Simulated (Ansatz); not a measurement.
Compare A (`[SiH3]/C=C\S`) with its isomer B (`C=C[SiH2]S`).

Isolated molecules relaxed with PBE0-D4/def2-TZVP in Ansatz; ΔE leaves out vibrations. CCSD(T)/CBS adds triple-zeta CCSD(T) − MP2 to the extrapolated MP2 energy (def2 sets, frozen cores). DFT in def2-TZVPP. One conformer a species, not always the lowest.

Q: Which isomer does CCSD(T)/CBS put lower? Give the gap. (Best estimate.)

A: Computed: B, by 101.0 kJ/mol.

Q: Give E(B) − E(A) in kJ/mol with LDA (SPW92), B2PLYP, CCSD(T)/def2-TZVPP, CCSD(T)/def2-SVP, CCSD/def2-TZVPP, HF/def2-TZVPP, ωB97M-V. (Estimate.)

A: Computed: LDA (SPW92) -80.0, B2PLYP -97.6, CCSD(T)/def2-TZVPP -98.9, CCSD(T)/def2-SVP -91.2, CCSD/def2-TZVPP -102.1, HF/def2-TZVPP -112.8, ωB97M-V -99.8. None reverses the order clearly.

Q: Does the order hold for the free energy at 298.15 K (harmonic terms from PBE0-D4)? (An estimate is asked.)

A: Computed: Yes: G(B) − G(A) = -92.2 kJ/mol, for one conformer each. Modes under 60 cm⁻¹, often nearly free rotors, make the harmonic entropy too high.

Largest T1 diagnostic: 0.013.

From BLYP to BHLYP (50 % exact exchange), in def2-TZVPP and without D4, E(B) − E(A) moves by −11.9 kJ/mol. Leaving LDA and LC-ωPBE aside and taking each functional with its dispersion term where it has one, the values, not all of them listed here, spread over 15.7 kJ/mol, from BHLYP-D4 to revPBE-D4. LDA lies +9.0 kJ/mol from PBE without D4.
